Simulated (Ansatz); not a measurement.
Diatomic CrF, multiplicity 6 (the spin of the measured ground state). No spin–orbit coupling. Cr is treated without relativity. The T1 diagnostic near the minimum is 0.073, so single-reference values are doubtful.

Seven points along R, fitted to fifth degree in 1/R; most abundant isotopes. Runs in def2 and cc sets follow the lowest solution found near the PBE0 minimum.

Codes used: Ansatz (Gaussian basis) for Hartree–Fock, density functionals and correlated methods. 

Energies at CAM-B3LYP/def2-TZVPP:

| R (Å) | E (hartree) |
|---|---|
| 1.659494 | -1144.39560716 |
| 1.704104 | -1144.40077907 |
| 1.745145 | -1144.40330184 |
| 1.791539 | -1144.40411757 |
| 1.837934 | -1144.40324516 |
| 1.891466 | -1144.40065417 |
| 1.953920 | -1144.39608504 |

Question: With a reduced mass of 13.9104 u, find the minimum, the force constant and the constants.

Answer: A fifth-degree polynomial in 1/R puts the minimum at r_e = 1.7887 Å with force constant 346 N/m. Then ω_e = (1/2πc)√(k/μ) = 649 cm⁻¹ and B_e = h/(8π²cμr_e²) = 0.3788 cm⁻¹; the cubic and quartic terms give α_e = 0.0031 and ω_e x_e = 3.9 cm⁻¹.

Ansatz is a program for electronic structure.
